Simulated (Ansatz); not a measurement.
`C[S][GeH]([F])[Cl]` + H₂S → `[F][GeH]([SH])[Cl]` + CH₃SH at 600 K and 1 bar (ligand exchange at a Ge–S bond).

Program: Ansatz. Geometries: PBE0-D4/def2-TZVP. ΔE: electronic, gas phase. CCSD(T)/CBS is the MP2 limit (def2-TZVPP, def2-QZVPP) plus CCSD(T) − MP2 in def2-TZVPP, frozen cores. This one scheme is used for every species. For Ge outer-core shells are correlated without core-valence functions, which leaves a few kJ/mol of doubt a bond. Scalar relativity is left out up to krypton. One conformer a species, not always the lowest.

```tsv
species	CCSD(T)/CBS energy (Eh)	H − E (kJ/mol)	S (J/(mol·K))
`C[S][GeH]([F])[Cl]`	-3074.01984	196.8	470.2
H₂S	-398.97279	60.8	230.9
`[F][GeH]([SH])[Cl]`	-3034.76350	105.4	412.0
CH₃SH	-438.22835	152.3	296.8
```

H − E and S are ideal-gas, rigid-rotor, harmonic terms from PBE0-D4/def2-TZVP, for one conformer and one mirror image of each species. 1 Eh = 2625.50 kJ/mol, R = 8.31446 J/(mol·K).

Problem. By hand: ΔE, ΔH, ΔS and ΔG.

Solution. ΔE = (-3034.76350) + (-438.22835) − (-3074.01984) − (-398.97279) = 0.00078 Eh = 2.0 kJ/mol. Δ(H − E) = 105.4 + 152.3 − 196.8 − 60.8 = 0.1, so ΔH = 2.1 kJ/mol. ΔS = 412.0 + 296.8 − 470.2 − 230.9 = 7.7 J/(mol·K). ΔG = 2.1 − 600 × (7.7)/1000 = -2.5 kJ/mol.

Problem. By hand: the equilibrium constant, and the temperature at which ΔG would vanish if ΔH and ΔS stayed fixed.

Solution. log₁₀ K = −ΔG/(RT ln 10) = 0.2. ΔG = 0 at ΔH/ΔS = 273 K, though so small a ΔH makes that figure unsure.

TΔS isn't small against ΔH here. The sign of ΔG lies within the doubt. A doubt of 5 kJ/mol in ΔE shifts log₁₀ K by 0.4 here. Other conformers and mirror images would add mixing entropy, several J/(mol·K) or more a flexible species. Modes under 60 cm⁻¹, often nearly free rotors, make the harmonic entropy too high. These are equilibria of isolated gas molecules and say nothing of rates. Largest T1 diagnostic: 0.011 (customary marks: 0.02 for closed shells, 0.045 for open ones).
